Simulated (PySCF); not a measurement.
Telling isomers of C₈H₇F apart by NMR

Theoretical values (PySCF): GFN2-xTB structure, shielding tensors at PBE0/pcSseg-1 (GIAO). Single conformer, averaged over atoms made equivalent by symmetry, fast rotation or ring inversion, no solvent, no relativistic terms.

δ = σ(ref) − σ, references computed at the same level: TMS for $^{1}$H (σref 31.72) and $^{13}$C (σref 186.93). Splittings of carbon signals by F and P are missing where no couplings were computed. Where no couplings were computed, multiplicities follow the n + 1 count of equivalent neighbours, and m marks all less simple cases (inequivalent or close neighbours, rings, F or P nearby). Shifts are as computed. Against solution values, carbons near 30 ppm lie about +3 ppm off and those near 130 ppm about +5 ppm. Of 1211 compounds with measured shifts, 218 miss one by over three times the rms of a fit or turn the order of signals round; such compounds aren't used in these exercises.

(1) Tabulate the signals of `C#C/C(F)=C\C=C/C=C`, `C=C1C=C/C1=C\C=C/F`, `C#CC1=C[C@@H]2C[C@]2(F)C1` and their relative energies.

(2) What is the quickest way to tell C#C/C(F)=C\C=C/C=C from C#CC1=C[C@@H]2C[C@]2(F)C1?

(3) What is the quickest way to tell C#C/C(F)=C\C=C/C=C from C=C1C=C/C1=C\C=C/F?

(4) What is the quickest way to tell C=C1C=C/C1=C\C=C/F from C#CC1=C[C@@H]2C[C@]2(F)C1?

## Answers

(1) 
```json
{"SMILES": "C#C/C(F)=C\\C=C/C=C", "carbon types": "2×C 5×CH 1×CH2", "δC": "154.5, 141.1, 139.4, 130.7, 127.8, 124.6, 100.2, 78.7", "δH": "7.11 (m, 1H), 7.06 (m, 1H), 6.52 (m, 1H), 6.37 (m, 1H), 5.65 (m, 1H), 5.61 (m, 1H), 3.49 (s, 1H)", "E rel. (kcal/mol)": "11.3"}
{"SMILES": "C=C1C=C/C1=C\\C=C/F", "carbon types": "2×C 5×CH 1×CH2", "δC": "159.0, 155.8, 155.1, 151.9, 149.8, 115.2, 108.9, 101.2", "δH": "7.39 (d, 1H), 7.23 (d, 1H), 6.88 (m, 1H), 6.48 (m, 1H), 5.74 (m, 1H), 5.13 (m, 1H), 5.03 (m, 1H)", "E rel. (kcal/mol)": "1.8"}
{"SMILES": "C#CC1=C[C@@H]2C[C@]2(F)C1", "carbon types": "3×C 3×CH 2×CH2", "δC": "152.9, 128.6, 89.7, 86.7, 84.4, 47.7, 33.4, 25.2", "δH": "6.58 (m, 1H), 3.26 (m, 1H), 2.88 (m, 1H), 2.73 (s, 1H), 2.32 (m, 1H), 1.66 (m, 1H), 0.20 (m, 1H)", "E rel. (kcal/mol)": "0.0"}
```

Energies are electronic energies at PBE0/pcSseg-1 on these geometries, without zero-point or thermal terms, each for the one conformer computed, which needn't be the lowest.

(2) Both give the same number of carbon signals, but DEPT or the intensities differ. The first has a terminal =CH2 carbon at 127.8 ppm, the second an allylic sp3 CH2 at 47.7 ppm. Their most deshielded carbons lie at 154.5 and 152.9 ppm. In the proton spectra the most deshielded non-exchanging signals are 7.11 (m, 1H) and 6.58 (m, 1H).

(3) Both give the same number of carbon signals, with the same numbers of each carbon type, so the positions decide. The first has an alkyne carbon (C) at 78.7 ppm, the second a terminal =CH2 carbon at 101.2 ppm. Their most deshielded carbons lie at 154.5 and 159.0 ppm.

(4) Both give the same number of carbon signals, but DEPT or the intensities differ. The first has a terminal =CH2 carbon at 101.2 ppm, the second a three-membered-ring carbon (C) at 86.7 ppm. Their most deshielded carbons lie at 159.0 and 152.9 ppm. In the proton spectra the most deshielded non-exchanging signals are 7.39 (d, 1H) and 6.58 (m, 1H).
